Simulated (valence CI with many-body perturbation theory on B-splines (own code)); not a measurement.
# Level structure of Cs⁵⁺

Level of theory: configuration interaction combined with many-body perturbation theory (CI+MBPT): four valence electrons over a frozen Dirac-Fock core [Kr] 4d10, a basis of 11 s, 11 p, 9 d, 7 f, 5 g, 2 h, 1 i functions for each j, with the one-electron correlation potential Σ1 (screened to all orders), the two-electron term Σ2, the three-electron term Σ3, Breit, model QED; selected single and double excitations, second order for the rest, scaled by the run's own slope (own B-spline code, finite nucleus).

Against 29 measured levels this calculation errs by 322 cm⁻¹ on average and by 678 at most. These come from a selection out of Sansonetti, J. Phys. Chem. Ref. Data 38, 761 (2009). Levels without a partner in it may be off by more, other configurations by several thousand cm⁻¹.

Levels 46 to 81 of 81, with energies above the lowest level, 5s²5p² ³P_0. "Leading %" is the weight of the configuration and term that name the level; weights of strongly mixed levels are sums over their largest components and can fall short. In the jj column 3d3/2^4 stands for four electrons in 3d with j = 3/2. Lifetimes count E1, E2, E3, M1 and M2 decay at the calculated energies, and are blank where another channel may lead or the interval is too uncertain; long ones can be off by a factor of two.

| No. | Configuration | Term | J | E (eV) | Leading % | Second component | Lifetime | Leading jj |
| --- | --- | --- | --- | --- | --- | --- | --- | --- |
| 46 | 4f5s5p² | ⁵G° | 3 | 33.628 | 72 | 12 % 4f5s5p² ⁵F° | 10.8 ns | 4f5/2 5s 5p1/2^2 (36 %) |
| 47 | 4f5s5p² | ⁵G° | 4 | 33.866 | 40 | 33 % 4f5s5p² ⁵D° | 17.0 ns | 4f7/2 5s 5p1/2^2 (55 %) |
| 48 | 5s5p²5d | ⁵F | 1 | 34.227 | 73 | 7 % 5p⁴ ³P | 2.92 ns | 5s 5p1/2^2 5d3/2 (54 %) |
| 49 | 5p⁴ | ³P | 0 | 34.361 | 50 | 25 % 5s5p²5d ³P | 373 ps | 5p1/2^2 5p3/2^2 (50 %) |
| 50 | 5s5p²5d | ⁵F | 2 | 34.530 | 78 | 12 % 5s5p²5d ⁵D | 2.17 ns | 5s 5p1/2^2 5d3/2 (31 %) |
| 51 | 5p⁴ | ³P | 1 | 34.571 | 50 | 28 % 5s5p²5d ³P | 502 ps | 5p1/2 5p3/2^3 (50 %) |
| 52 | 4f5s5p² | ⁵G° | 4 | 34.578 | 49 | 46 % 4f5s5p² ⁵D° | 67.6 ns | 4f7/2 5s 5p1/2 5p3/2 (56 %) |
| 53 | 4f5s5p² | ⁵D° | 3 | 34.729 | 50 | 20 % 4f5s5p² ⁵G° | 5.81 ns | 4f5/2 5s 5p1/2 5p3/2 (66 %) |
| 54 | 4f5s5p² | ⁵G° | 5 | 34.735 | 85 | 11 % 4f5s5p² ⁵F° | 133 ns | 4f7/2 5s 5p1/2 5p3/2 (75 %) |
| 55 | 4f5s5p² | ³G° | 3 | 34.964 | 43 | 33 % 4f5s5p² ³D° | 3.69 ns | 4f7/2 5s 5p1/2^2 (33 %) |
| 56 | 5s5p²5d | ⁵F | 3 | 34.978 | 71 | 21 % 5s5p²5d ⁵D | 1.34 ns | 5s 5p1/2^2 5d5/2 (37 %) |
| 57 | 4f5s5p² | ⁵D° | 2 | 35.001 | 49 | 34 % 4f5s5p² ⁵F° | 8.13 ns | 4f5/2 5s 5p1/2 5p3/2 (77 %) |
| 58 | 5s²5p6p | ³D | 1 | 35.067 | 63 | 29 % 5s²5p6p ¹P | 335 ps | 5s^2 5p1/2 6p1/2 (94 %) |
| 59 | 5p⁴ | ¹D | 2 | 35.180 | 51 | 20 % 5s5p²5d ¹D | 688 ps | 5p1/2 5p3/2^3 (59 %) |
| 60 | 4f5s5p² | ⁵F° | 1 | 35.243 | 58 | 32 % 4f5s5p² ⁵D° | 13.4 ns | 4f5/2 5s 5p1/2 5p3/2 (88 %) |
| 61 | 4f5s5p² | ⁵G° | 6 | 35.387 | 91 | 7 % 4f5s5p² ³H° | 54.0 ns | 4f7/2 5s 5p1/2 5p3/2 (59 %) |
| 62 | 4f5s5p² | ³G° | 3 | 35.413 | 45 | 18 % 4f5s5p² ³D° | 4.36 ns | 4f7/2 5s 5p1/2 5p3/2 (64 %) |
| 63 | 4f5s5p² | ³G° | 4 | 35.702 | 62 | 19 % 4f5s5p² ⁵F° | 5.13 ns | 4f5/2 5s 5p1/2 5p3/2 (55 %) |
| 64 | 5s5p²5d | ⁵F | 4 | 35.743 | 80 | 16 % 5s5p²5d ⁵D | 21.1 ns | 5s 5p1/2 5p3/2 5d5/2 (77 %) |
| 65 | 4f5s5p² | ⁵D° | 0 | 35.762 | 94 |  | 18.3 ns | 4f5/2 5s 5p1/2 5p3/2 (52 %) |
| 66 | 4f5s5p² | ³D° | 2 | 35.804 | 45 | 35 % 4f5s5p² ⁵D° | 5.96 ns | 4f7/2 5s 5p1/2 5p3/2 (40 %) |
| 67 | 4f5s5p² | ⁵F° | 5 | 35.824 | 55 | 28 % 4f5s5p² ³G° | 6.93 ns | 4f7/2 5s 5p1/2 5p3/2 (55 %) |
| 68 | 4f5s5p² | ⁵D° | 1 | 35.849 | 61 | 25 % 4f5s5p² ⁵F° | 19.3 ns | 4f5/2 5s 5p1/2 5p3/2 (54 %) |
| 69 | 5s²5p6p | ³P | 0 | 35.869 | 79 | 14 % 5s²5p6p ¹S | 304 ps | 5s^2 5p1/2 6p1/2 (87 %) |
| 70 | 5s5p²5d | ⁵D | 0 | 35.986 | 90 |  | 1.18 ns | 5s 5p1/2 5p3/2 5d3/2 (80 %) |
| 71 | 5s5p²5d | ⁵D | 1 | 36.064 | 76 | 6 % 5s²5p6p ³P | 870 ps | 5s 5p1/2 5p3/2 5d3/2 (60 %) |
| 72 | 5s5p²5d | ⁵D | 2 | 36.094 | 58 | 12 % 5s5p²5d ⁵F | 540 ps | 5s 5p1/2 5p3/2 5d3/2 (54 %) |
| 73 | 4f5s5p² | ⁵F° | 3 | 36.121 | 63 | 14 % 4f5s5p² ⁵D° | 7.05 ns | 4f5/2 5s 5p1/2 5p3/2 (45 %) |
| 74 | 5s²5p6p | ³P | 1 | 36.123 | 38 | 16 % 5s²5p6p ³S | 265 ps | 5s^2 5p1/2 6p3/2 (80 %) |
| 75 | 5s²5p6p | ³D | 2 | 36.181 | 59 | 14 % 5s²5p6p ¹D | 273 ps | 5s^2 5p1/2 6p3/2 (80 %) |
| 76 | 5s5p²5d | ⁵D | 3 | 36.186 | 46 | 22 % 5s5p²5d ⁵F | 346 ps | 5s 5p1/2 5p3/2 5d3/2 (45 %) |
| 77 | 4f5s5p² | ⁵F° | 2 | 36.206 | 42 | 35 % 4f5s5p² ³D° | 2.47 ns | 4f5/2 5s 5p1/2 5p3/2 (35 %) |
| 78 | 4f5s5p² | ⁵F° | 4 | 36.308 | 50 | 29 % 4f5s5p² ³G° | 8.92 ns | 4f7/2 5s 5p1/2 5p3/2 (56 %) |
| 79 | 5s5p²5d | ⁵F | 5 | 36.561 | 91 | 6 % 5s5p²5d ³G | 19.1 ns | 5s 5p1/2 5p3/2 5d5/2 (58 %) |
| 80 | 5s5p²5d | ⁵D | 4 | 36.642 | 57 | 26 % 5s5p²5d ³F | 12.1 ns | 5s 5p1/2 5p3/2 5d5/2 (47 %) |
| 81 | 4f5s5p² | ³D° | 1 | 36.744 | 79 | 14 % 4f5s5p² ⁵F° | 1.85 ns | 4f7/2 5s 5p3/2^2 (41 %) |

Names give the largest LS component (configuration and term), which can be under half, so a name can repeat, a term be missing and a line seem to break the LS rules; names also repeat where a configuration has a term twice.

Where two levels of one J and parity lie close, their mixing, g and order are uncertain.
